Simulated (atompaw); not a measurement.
**Pt (Z = 78): one change to a PAW (atompaw) potential, before and after**

```json
{
  "Element": "Pt (Z = 78)",
  "Generator": "atompaw 4.2.0.5",
  "Type": "PAW",
  "Functional": "PBE",
  "Relativity": "scalar-relativistic",
  "Frozen core": "[Kr] 4d10 4f14",
  "Valence charge": "18",
  "Reference configuration": "5s2 5p6 5d9 6s1 6p0",
  "Partial waves": "5s (bound): rc 1.55 bohr; 6s (bound): rc 1.75 bohr; 5p (bound): rc 1.95 bohr; 6p (bound, empty): rc 2.30 bohr; 5d (bound): rc 2.30 bohr; 5d channel at 2.2 Ry: rc 2.30 bohr",
  "Local potential": "bessel scheme, radius 2.20 bohr",
  "Core correction": "smooth core density matched at 1.20 bohr",
  "Augmentation charge": "besselshape compensation charge, radius 1.75 bohr; PAW radius 2.30 bohr; waves and projectors: custom rrkj gramschmidtortho"
}
```

Change: local potential bessel scheme, radius 1.12 bohr.

Cutoffs: the cutoffs (Ry, on a coarse ladder) from which the occupation-weighted sum of valence levels, in a spherical-Bessel basis at the reference potential, stays within 10 and 1 mRy of its value at 400 Ry; they do not see the model core or the augmentation charge, which bear on the density cutoff.

Question: What does the change do?

Answer: The potential gets neither clearly harder nor softer (35 Ry and 50 Ry → 35 Ry and 50 Ry); the s channel sets the loose cutoff, while the largest relative change is in p, which becomes harder; the range in which the p phases agree narrows (upper end at the end of the scan → 0.9); neither file shows a bound ghost.

| quantity | base | changed |
| --- | --- | --- |
| cutoff, loose | 35 Ry | 35 Ry |
| cutoff, tight | 50 Ry | 50 Ry |
| loose cutoff by channel (10 mRy a level) | s 30 Ry, p 18 Ry, d 18 Ry | s 30 Ry, p 21 Ry, d 18 Ry |
| bound ghosts | none | none |
| s: phases at 2.31 bohr within 0.05 rad from the reference energy up to (Ry; the scan ends near 5) | to the end of the scan | to the end of the scan |
| p: phases at 2.31 bohr within 0.05 rad from the reference energy up to (Ry; the scan ends near 5) | to the end of the scan | 0.9 |
| d: phases at 2.31 bohr within 0.05 rad from the reference energy up to (Ry; the scan ends near 5) | 3.8 | 3.6 |
| lowest overlap eigenvalue by channel | s 0.13, p 0.64, d 0.85 | s 0.07, p 0.57, d 0.81 |

 The cutoffs see the waves, projectors and local potential, not the compensation charge or the core.
